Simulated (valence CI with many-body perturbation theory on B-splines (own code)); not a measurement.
## E1 transitions of Ir⁶²⁺

Calculated by configuration interaction combined with many-body perturbation theory (CI+MBPT): five valence electrons over a frozen Dirac-Fock core [Ne], a basis of 11 s, 11 p, 10 d, 8 f, 5 g, 2 h functions for each j, with the one-electron correlation potential Σ1, the two-electron term Σ2, the three-electron term Σ3, Breit, model QED; selected CI, second order for the rest, scaled by the run's own slope (own B-spline code, finite nucleus).

The last digits are not significant, and no measured levels were compared; by estimate large intervals hold to a few tenths of a per cent, small ones and those within an open d or f shell to about a per cent. Among the levels kept, up to 3100 cm⁻¹ of a level comes from second order outside the variational space, and about a tenth of that is noise between levels of different J, which matters for small intervals.

Lines 151 to 200 of 577 in falling wavelength, among levels below 114.42 Ry, chosen from the strongest by gf and those to the six lowest levels. Wavelengths and rates use the calculated energies. Electric multipoles are in the length gauge, E1 and E2 with the static RPA response of the core. Weak lines are less certain than strong ones. Lines between different terms over intervals too small for the method are left out, as are lines whose strength nearly cancels. The highest levels of a list are the least certain.

Levels are named by their leading jj configuration (3d3/2^4 stands for four electrons in 3d with j = 3/2), which in mixed levels can hold well under half, so a name can repeat and another be missing. Letters in brackets count levels of one name in rising energy.

| λ vac (nm) | Upper | Lower | A (s⁻¹) | S (a.u.) |
| --- | --- | --- | --- | --- |
| 3.453 | (3s 3p1/2^2 3d3/2 3d5/2) J=7/2 [a] | (3s 3p1/2^2 3p3/2 3d3/2) J=5/2 [a] | 2.34e+11 | 3.80e-02 |
| 3.450 | (3s 3p1/2 3p3/2^2 3d5/2) J=1/2 [d] | (3s 3p1/2 3p3/2^3) J=1/2 | 2.94e+11 | 1.19e-02 |
| 3.450 | (3s^2 3p3/2 3d5/2^2) J=5/2 | (3s^2 3p3/2^2 3d5/2) J=7/2 | 1.63e+11 | 1.99e-02 |
| 3.445 | (3s^2 3p1/2 3d3/2 3d5/2) J=3/2 [b] | (3s^2 3p1/2 3p3/2 3d3/2) J=1/2 [b] | 2.42e+11 | 1.96e-02 |
| 3.441 | (3s^2 3p1/2 3d5/2^2) J=7/2 | (3s^2 3p1/2 3p3/2 3d5/2) J=5/2 [a] | 3.90e+10 | 6.28e-03 |
| 3.435 | (3s^2 3p3/2 3d5/2^2) J=7/2 | (3s^2 3p3/2^2 3d5/2) J=9/2 | 1.16e+11 | 1.86e-02 |
| 3.435 | (3s^2 3p1/2 3p3/2 3d5/2) J=1/2 | (3s^2 3p1/2 3p3/2^2) J=1/2 | 4.82e+11 | 1.93e-02 |
| 3.433 | (3s^2 3p1/2 3d3/2 3d5/2) J=5/2 [a] | (3s^2 3p1/2 3p3/2 3d3/2) J=5/2 [a] | 1.67e+11 | 2.00e-02 |
| 3.431 | (3s 3p1/2^2 3p3/2 3d5/2) J=7/2 [a] | (3s 3p1/2^2 3p3/2^2) J=5/2 | 3.42e+11 | 5.45e-02 |
| 3.431 | (3s^2 3p3/2^2 3d5/2) J=3/2 | (3s 3p1/2^2 3p3/2 3d3/2) J=3/2 [b] | 9.90e+10 | 7.89e-03 |
| 3.430 | (3s 3p1/2^2 3d3/2 3d5/2) J=5/2 [a] | (3s 3p1/2^2 3p3/2 3d3/2) J=3/2 [a] | 2.46e+11 | 2.94e-02 |
| 3.425 | (3s 3p1/2^2 3d5/2^2) J=1/2 | (3s 3p1/2^2 3p3/2 3d5/2) J=3/2 [b] | 4.12e+11 | 1.63e-02 |
| 3.423 | (3s 3p1/2 3p3/2^2 3d5/2) J=3/2 [e] | (3s 3p1/2 3p3/2^3) J=3/2 [b] | 3.79e+11 | 3.00e-02 |
| 3.422 | (3s^2 3p1/2 3p3/2 3d5/2) J=5/2 [b] | (3s^2 3p1/2 3p3/2^2) J=5/2 | 1.43e+11 | 1.70e-02 |
| 3.421 | (3s 3p1/2 3p3/2^2 3d5/2) J=3/2 [b] | (3s 3p1/2 3p3/2^3) J=3/2 [a] | 1.59e+11 | 1.25e-02 |
| 3.418 | (3s 3p1/2^2 3p3/2 3d5/2) J=3/2 [b] | (3s 3p1/2^2 3p3/2^2) J=1/2 | 2.57e+11 | 2.02e-02 |
| 3.416 | (3s^2 3p3/2 3d5/2^2) J=7/2 | (3s^2 3p3/2^2 3d5/2) J=7/2 | 1.24e+11 | 1.95e-02 |
| 3.415 | (3s 3p1/2^2 3p3/2 3d5/2) J=5/2 [b] | (3s 3p1/2^2 3p3/2^2) J=3/2 | 5.14e+11 | 6.05e-02 |
| 3.407 | (3s^2 3p1/2 3d3/2 3d5/2) J=3/2 [a] | (3s^2 3p1/2 3p3/2 3d3/2) J=3/2 [a] | 2.44e+11 | 1.90e-02 |
| 3.407 | (3s 3p1/2^2 3d5/2^2) J=5/2 | (3s 3p1/2^2 3p3/2 3d5/2) J=7/2 [a] | 7.43e+10 | 8.70e-03 |
| 3.407 | (3s 3p1/2 3p3/2^2 3d5/2) J=5/2 [b] | (3s 3p1/2 3p3/2^3) J=3/2 [a] | 2.16e+11 | 2.53e-02 |
| 3.406 | (3s^2 3p1/2 3d5/2^2) J=1/2 | (3s^2 3p1/2 3p3/2 3d5/2) J=1/2 | 2.15e+11 | 8.37e-03 |
| 3.405 | (3s^2 3p1/2 3p3/2 3d5/2) J=7/2 [b] | (3s^2 3p1/2 3p3/2^2) J=5/2 | 5.79e+11 | 9.02e-02 |
| 3.403 | (3s^2 3p1/2 3d3/2 3d5/2) J=3/2 [a] | (3s^2 3p1/2 3p3/2 3d3/2) J=1/2 [a] | 1.47e+11 | 1.15e-02 |
| 3.399 | (3s^2 3p1/2 3d3/2 3d5/2) J=7/2 [b] | (3s^2 3p1/2 3p3/2 3d3/2) J=5/2 [b] | 3.99e+11 | 6.19e-02 |
| 3.398 | (3s 3p1/2 3p3/2^2 3d5/2) J=5/2 [d] | (3s 3p1/2 3p3/2^3) J=5/2 | 2.70e+11 | 3.14e-02 |
| 3.392 | (3s 3p1/2^2 3d3/2 3d5/2) J=3/2 [b] | (3s^2 3p3/2^3) J=3/2 | 1.07e+11 | 8.21e-03 |
| 3.391 | (3s^2 3p3/2 3d3/2 3d5/2) J=5/2 [d] | (3s^2 3p3/2^2 3d3/2) J=3/2 [b] | 4.32e+11 | 4.99e-02 |
| 3.389 | (3s^2 3p1/2 3d5/2^2) J=9/2 | (3s^2 3p1/2 3p3/2 3d5/2) J=9/2 | 1.66e+11 | 3.19e-02 |
| 3.387 | (3s 3p1/2^2 3d3/2 3d5/2) J=3/2 [a] | (3s 3p1/2^2 3p3/2 3d3/2) J=1/2 [a] | 2.27e+11 | 1.74e-02 |
| 3.381 | (3s^2 3p3/2^2 3d5/2) J=5/2 [b] | (3s 3p1/2^2 3p3/2 3d3/2) J=3/2 [b] | 7.92e+10 | 9.07e-03 |
| 3.380 | (3s^2 3p3/2 3d5/2^2) J=9/2 | (3s^2 3p3/2^2 3d5/2) J=9/2 | 4.64e+11 | 8.83e-02 |
| 3.379 | (3s^2 3p1/2 3d3/2 3d5/2) J=1/2 | (3s^2 3p1/2 3p3/2 3d3/2) J=1/2 [a] | 3.71e+11 | 1.41e-02 |
| 3.376 | (3s^2 3p3/2 3d3/2 3d5/2) J=1/2 [b] | (3s^2 3p3/2^2 3d3/2) J=3/2 [b] | 5.25e+11 | 1.99e-02 |
| 3.375 | (3s 3p1/2^2 3d3/2 3d5/2) J=9/2 | (3s 3p1/2^2 3p3/2 3d3/2) J=7/2 | 3.33e+11 | 6.32e-02 |
| 3.369 | (3s^2 3p1/2 3d5/2^2) J=1/2 | (3s^2 3p1/2 3p3/2 3d5/2) J=3/2 [b] | 6.35e+11 | 2.40e-02 |
| 3.364 | (3s 3p1/2^2 3d3/2 3d5/2) J=3/2 [a] | (3s 3p1/2^2 3p3/2 3d3/2) J=3/2 [a] | 7.96e+10 | 5.98e-03 |
| 3.361 | (3s^2 3p3/2 3d5/2^2) J=9/2 | (3s^2 3p3/2^2 3d5/2) J=7/2 | 3.27e+11 | 6.13e-02 |
| 3.361 | (3s^2 3p3/2 3d3/2 3d5/2) J=7/2 [c] | (3s^2 3p3/2^2 3d3/2) J=5/2 | 6.86e+11 | 1.03e-01 |
| 3.359 | (3s 3p1/2 3p3/2^2 3d5/2) J=5/2 [f] | (3s 3p1/2 3p3/2^3) J=3/2 [b] | 6.79e+11 | 7.63e-02 |
| 3.358 | (3s 3p1/2^2 3d5/2^2) J=1/2 | (3s 3p1/2^2 3p3/2 3d5/2) J=1/2 | 1.98e+11 | 7.42e-03 |
| 3.350 | (3s 3p1/2 3p3/2^2 3d5/2) J=3/2 [f] | (3s 3p1/2 3p3/2^3) J=3/2 [b] | 2.21e+11 | 1.64e-02 |
| 3.347 | (3s^2 3p3/2^2 3d5/2) J=3/2 | (3s^2 3p3/2^3) J=3/2 | 5.83e+11 | 4.31e-02 |
| 3.345 | (3s^2 3p3/2 3d3/2 3d5/2) J=5/2 [c] | (3s^2 3p3/2^2 3d3/2) J=3/2 [a] | 4.35e+11 | 4.83e-02 |
| 3.343 | (3s^2 3p1/2 3d5/2^2) J=3/2 | (3s^2 3p1/2 3p3/2 3d5/2) J=5/2 [a] | 1.30e+11 | 9.57e-03 |
| 3.340 | (3s 3p1/2 3p3/2^2 3d5/2) J=7/2 [e] | (3s 3p1/2 3p3/2^3) J=5/2 | 6.01e+11 | 8.85e-02 |
| 3.337 | (3s 3p1/2^2 3d5/2^2) J=5/2 | (3s 3p1/2^2 3p3/2 3d5/2) J=5/2 [a] | 3.90e+11 | 4.29e-02 |
| 3.336 | (3s 3p1/2^2 3d5/2^2) J=3/2 | (3s 3p1/2^2 3p3/2 3d5/2) J=3/2 [a] | 1.96e+11 | 1.44e-02 |
| 3.335 | (3s^2 3p1/2 3d5/2^2) J=5/2 | (3s^2 3p1/2 3p3/2 3d5/2) J=5/2 [a] | 4.25e+11 | 4.66e-02 |
| 3.330 | (3s 3p1/2 3p3/2^2 3d5/2) J=3/2 [c] | (3s 3p1/2 3p3/2^3) J=3/2 [a] | 3.38e+11 | 2.47e-02 |
